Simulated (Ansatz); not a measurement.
```yaml
crystal:
  periodic: [false, false, false]
  atoms:
    - {symbol: C, position_ang: [-3.698090, -3.119810, 0.522314]}
    - {symbol: N, position_ang: [-0.177612, -1.347324, 0.196969]}
    - {symbol: C, position_ang: [2.742924, -3.996202, 0.505543]}
    - {symbol: Mg, position_ang: [0.516715, 3.770110, -0.539716]}
    - {symbol: N, position_ang: [1.206441, 8.853416, -1.271491]}
    - {symbol: H, position_ang: [-4.035391, -4.542728, 3.183637]}
    - {symbol: H, position_ang: [-4.140673, -5.217582, -1.628183]}
    - {symbol: H, position_ang: [-5.962506, -1.143838, 0.294747]}
    - {symbol: H, position_ang: [2.701276, -5.459557, 3.165984]}
    - {symbol: H, position_ang: [5.451781, -2.696900, 0.265247]}
    - {symbol: H, position_ang: [2.598003, -6.134314, -1.645889]}
    - {symbol: H, position_ang: [1.467166, 10.782346, 0.705471]}
    - {symbol: H, position_ang: [1.386068, 10.156960, -3.713939]}
basis:
  gaussian: {orbitals: cc-pVTZ-DK}
hamiltonian: {xc: {name: BLYP}, dispersion: d3bj}
accuracy: high
output: {forces: true}
```

```sh
$ ansatz run in.yaml --threads 4 --pin off --events-out ev --progress --plain --max-ram 10444MiB
```

Output, abridged:

```
Functional definition: BLYP
3413 factors; integrals over basis functions are off by at most 8.0e-8 eV
mean field evaluation 1: about -10469.2624 eV, gradient 1.7e2 eV
mean field evaluation 2: about -9902.8500 eV, gradient 2.6e2 eV
mean field evaluation 4: about -9814.6085 eV, gradient 3.1e2 eV
mean field evaluation 8: about -10572.9323 eV, gradient 6.5e1 eV
mean field evaluation 16: about -10584.7055 eV, gradient 2.6e0 eV
mean field evaluation 32: about -10585.3211 eV, gradient 1.9e-4 eV
mean field -10585.32108173 eV, -389.0033747651 hartree, gradient 4.9e-8 eV, S^2 0.000000; 10 other end points of the search recorded, 0 dependent functions left out
reference -10585.32122884 eV, -389.0033801714 hartree; 23, 23 occupied and 243, 243 virtual orbitals, 3413 factors
Total energy: -10585.47377986 eV, -389.0089863179 hartree
Relativity: scalar
Atom 0 at    -3.698090    -3.119810     0.522314 Å, force    -0.651280    -0.305922     0.048025 eV/Å
Atom 1 at    -0.177612    -1.347324     0.196969 Å, force    -0.031605    -0.231712     0.051200 eV/Å
Atom 2 at     2.742924    -3.996202     0.505543 Å, force     0.546337    -0.469161     0.044021 eV/Å
Atom 3 at     0.516715     3.770110    -0.539716 Å, force    -0.002530    -0.052953     0.003090 eV/Å
Atom 4 at     1.206441     8.853416    -1.271491 Å, force     0.165340     1.354324    -0.194703 eV/Å
Atom 5 at    -4.035391    -4.542728     3.183637 Å, force     0.105559     0.417091    -0.766831 eV/Å
Atom 6 at    -4.140673    -5.217582    -1.628183 Å, force     0.134142     0.611930     0.619684 eV/Å
Atom 7 at    -5.962506    -1.143838     0.294747 Å, force     0.690978    -0.587953     0.067572 eV/Å
Atom 8 at     2.701276    -5.459557     3.165984 Å, force     0.005742     0.430755    -0.766380 eV/Å
Atom 9 at     5.451781    -2.696900     0.265247 Å, force    -0.822618    -0.382041     0.071499 eV/Å
Atom 10 at     2.598003    -6.134314    -1.645889 Å, force     0.037419     0.625071     0.620084 eV/Å
Atom 11 at     1.467166    10.782346     0.705471 Å, force    -0.108316    -0.853143    -0.947924 eV/Å
Atom 12 at     1.386068    10.156960    -3.713939 Å, force    -0.069168    -0.556287     1.150664 eV/Å
Dipole moment:     0.131682     1.000357    -0.136873 e Å
```

(1) What is wrong with this run?

## Answers

(1) The geometry is stretched to more than twice its size. The run converged. The result belongs to that input, not to the molecule as meant.
